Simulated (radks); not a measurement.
Valence configurations of neutral zirconium (all share [Kr]). Calculated with a radial shooting solver on a logarithmic mesh with Libxc functionals: Dirac Kohn-Sham, BLYP, spin-unpolarised, spherical densities, finite nucleus; open shells fill j = l - 1/2 first; Fermi nuclear charge, rms radius 4.2694 fm. Order these by energy: 4d1.5 5s2 5p0.5; 4d1 5s2 5p1; 4d2 5s1.5 5p0.5; 4d2.5 5s1.5; 4d3 5s1; 4d2 5s1 5p1; 4d2 5p2; 4d1.5 5s1.5 5p1; 4d2 5s2; 4d4.

Answer. From the lowest, in eV above it: 4d2 5s2 0.000; 4d2.5 5s1.5 0.510; 4d3 5s1 1.195; 4d1.5 5s2 5p0.5 1.249; 4d2 5s1.5 5p0.5 1.465; 4d1.5 5s1.5 5p1 2.840; 4d4 2.955; 4d1 5s2 5p1 2.962; 4d2 5s1 5p1 2.975; 4d2 5p2 6.124. NIST lists [Kr] 4d2 5s2 as the ground configuration; this level of theory agrees among the configurations tried. The energies are those of spherical spin-averaged densities, not of single terms.
